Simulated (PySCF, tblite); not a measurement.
Isomers of C5H11FOSi. Level: GFN2-xTB in tblite, geometry and Hessian alike; calculated harmonic values, unscaled, isolated species. Errors from tens to a few hundred cm⁻¹ against measured bands are possible. Modes of hydrogen on silicon can be 10 to 20 % off. One conformer each.

Electronic energies: PBE0/pcSseg-1 single points on the GFN2-xTB geometries (PySCF, gas phase).

| SMILES | electronic energy, lowest = 0 (kJ/mol) |
| --- | --- |
| C[Si]1(C)C[C@@H](F)CO1 | 0.0 |
| C/C(=C/F)[SiH2]CCO | 255.1 |
| C[C@@H](F)[C@@H]1CC[Si@H]1O | 91.5 |

Q: How do GFN2-xTB zero-point energies change the relative energies?

A: 
```json
{"SMILES": "C[Si]1(C)C[C@@H](F)CO1", "ZPE (kJ/mol)": "401.8", "of it from modes above 1550 cm⁻¹": "198.4", "electronic (kJ/mol)": "0.0", "with ZPE, lowest = 0 (kJ/mol)": "0.0", "lowest mode (cm⁻¹)": "61", "rings": "1"}
{"SMILES": "C[C@@H](F)[C@@H]1CC[Si@H]1O", "ZPE (kJ/mol)": "397.6", "of it from modes above 1550 cm⁻¹": "197.4", "electronic (kJ/mol)": "91.5", "with ZPE, lowest = 0 (kJ/mol)": "87.3", "lowest mode (cm⁻¹)": "62", "rings": "1"}
{"SMILES": "C/C(=C/F)[SiH2]CCO", "ZPE (kJ/mol)": "385.0", "of it from modes above 1550 cm⁻¹": "201.1", "electronic (kJ/mol)": "255.1", "with ZPE, lowest = 0 (kJ/mol)": "238.3", "lowest mode (cm⁻¹)": "16", "rings": "0"}
```

The zero-point energies span 16.8 kJ/mol, from `C/C(=C/F)[SiH2]CCO` to `C[Si]1(C)C[C@@H](F)CO1`. The order is unchanged.

Q: And how do the electronic energies of GFN2-xTB itself compare?

A: `C[Si]1(C)C[C@@H](F)CO1` 0.0; `C[C@@H](F)[C@@H]1CC[Si@H]1O` 18.8; `C/C(=C/F)[SiH2]CCO` 206.3 kJ/mol, lowest = 0. Against the energies above, taken from the same isomer `C[Si]1(C)C[C@@H](F)CO1`, the largest difference is 72.7 kJ/mol.
